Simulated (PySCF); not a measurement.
SMILES C=Cc1ccc(-c2ccco2)s1 (GFN2-xTB optimised geometry):

```
20

C      3.856     1.364     0.000
C      3.365     0.127     0.000
C      1.968    -0.206     0.000
C      1.416    -1.463     0.000
C      0.015    -1.463     0.000
C     -0.520    -0.198     0.000
C     -1.901     0.176     0.000
C     -2.498     1.414     0.000
C     -3.889     1.180     0.000
C     -4.042    -0.174     0.000
O     -2.849    -0.791     0.000
S      0.723     1.012     0.000
H      3.206     2.223     0.000
H      4.914     1.553     0.000
H      4.031    -0.727     0.000
H      2.011    -2.359     0.000
H     -0.593    -2.349     0.000
H     -1.995     2.359     0.000
H     -4.667     1.915     0.000
H     -4.914    -0.797     0.000
```

Method: B3LYP/def2-SVP (PySCF 2.14.0).

Problem. What are the frontier orbital energies and the dipole moment?

Solution. HOMO-2 -7.15 eV, HOMO-1 -6.92 eV, HOMO -5.37 eV, LUMO -1.62 eV, LUMO+1 0.09 eV; dipole moment 0.51 D.

Meta-Löwdin charges at B3LYP/def2-SVP: C1 -0.23, C2 -0.09, C3 -0.09, C4 -0.13, C5 -0.14, C6 -0.10, C7 0.17, C8 -0.17, C9 -0.16, C10 0.05, O11 -0.24, S12 0.23, H13 0.10, H14 0.11, H15 0.11, H16 0.11, H17 0.12, H18 0.12, H19 0.12, H20 0.12.
